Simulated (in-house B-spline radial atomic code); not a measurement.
RPA and G0W0 for the mercury ion Hg⁺, [Xe] 4f14 5d10 6s1, highest spin, as one setting changes: the radius of a hard wall (bohr). Start: PBE. A dash marks a level of low quasi-particle weight. Computed with an all-electron radial atomic-structure program (B-spline basis): all electrons, scalar-relativistic (spin-free one-electron X2C), finite nucleus, each spin shell either full or empty, empty states to l = 9 with an (l + 1/2)⁻⁴ tail; G0W0 by contour deformation at full frequency.

Without the two-electron picture change, the correlation of inner shells comes somewhat too large for so heavy an element.

RPA overbinds a lone outer s electron by self-correlation, and G0W0 tends to as well.

```tsv
radius of a hard wall (bohr)	mean-field level (eV)	G0W0 level (eV)	RPA correlation (Eh)
2	88.44	6s up 81.11	-7.2393
2.5	24.704	6s up 18.121	-7.1889
3	1.913	6s up -4.085	-7.1777
3.5	-7.338	6s up -12.840	-7.1726
4	-11.424	6s up -16.534	-7.1674
5	-14.227	6s up -18.847	-7.159
6	?	?	?
8	?	?	?
12	-15.062	6s up -19.302	-7.1498
```

**Question.** What belongs in the row for 6?

**Answer.** mean-field level (eV): -14.875; G0W0 level (eV): 6s up -19.263; RPA correlation (Eh): -7.1545.

**Question.** What belongs in the row for 8?

**Answer.** mean-field level (eV): -15.054; G0W0 level (eV): 6s up -19.310; RPA correlation (Eh): -7.1514.
